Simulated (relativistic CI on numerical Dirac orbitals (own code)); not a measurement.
# Ni4+ in a cubic cluster: L2,3 absorption with charge transfer

Computed with a charge-transfer multiplet model of a cubic metal-ligand cluster with up to 2 ligand holes, Slater and spin-orbit integrals from Dirac-Coulomb-Breit ions, Slater integrals scaled by 0.8. The ground state mixes d6 with configurations of k ligand holes L, whose averages lie at kΔ + k(k − 1)U_dd/2; a core hole lowers each added d electron by U_cd. 300 K, Lorentzian 0.4 eV and Gaussian 0.3 eV FWHM.

Atomic integrals in eV (Slater integrals scaled, ζ unscaled), ground: F2dd 11.354, F4dd 7.124, zeta_d 0.099; with the core hole: F2dd 11.936, F4dd 7.492, zeta_d 0.124, zeta_core 11.400, F2cd 7.214, G1cd 5.576, G3cd 3.173.

Cluster parameters (eV): Δ = 0.7, U_cd = 9, 10Dq = 0.7, 10Dq(ligand) = 0.7, V(eg) = 2.4, V(t2g) = -1.02, final-state hopping factor = 0.9.

```
         Case   n_d    d6   d7L  d8L2     S
U_dd = 5.4 eV  6.47  0.57  0.39  0.04  1.99
U_dd = 6.1 eV  6.46  0.57  0.39  0.04  1.99
U_dd = 7.5 eV  6.44  0.59  0.39  0.03  1.99
U_dd = 8.9 eV  6.43  0.59  0.38  0.02  1.99
U_dd = 9.6 eV  6.42  0.60  0.38  0.02  1.99
```

Weights, n_d and S are thermal averages at 300 K. Photon energies count from the first peak over 30 % of the highest in each spectrum, which can be another peak from case to case. The parameters are a model scan and need not match a compound or its usual spin state. Peaks in eV (height, largest 100):
- U_dd = 5.4 eV: 0.0 (35), 2.1 (100), 6.5 (16), 8.0 (18), 18.9 (10), 19.9 (25), 25.3 (6)
- U_dd = 6.1 eV: 0.0 (32), 0.5 (23), 2.2 (100), 6.7 (13), 8.5 (13), 18.4 (8), 19.1 (10), 19.9 (28), 21.6 (8)
- U_dd = 7.5 eV: -2.3 (24), -1.6 (22), 0.0 (100), 1.6 (27), 3.3 (12), 4.4 (9), 6.5 (6), 16.3 (9), 17.9 (29), 18.6 (16), 19.9 (7)
- U_dd = 8.9 eV: -2.5 (20), -1.6 (25), 0.0 (100), 16.2 (9), 17.6 (30), 20.2 (6)
- U_dd = 9.6 eV: -2.6 (20), -1.6 (27), 0.0 (100), 2.2 (19), 16.2 (9), 17.5 (34), 20.4 (7)

For the case U_dd = 7.5 eV, Δ = 0.7 eV is smaller than U_dd = 7.5 eV, the charge-transfer side of the Zaanen-Sawatzky-Allen scheme. With the core hole the configuration with one ligand hole lies at Δ + U_dd − U_cd = -2.9, -2.2, -0.8, 0.6, 1.3 eV from the one without, in the order of the table; where this is negative the screened configuration lies lower, though the effective hopping of about 3.1 eV (from the holes of the mixed ground state) mixes the two strongly wherever it is as large as the gap.
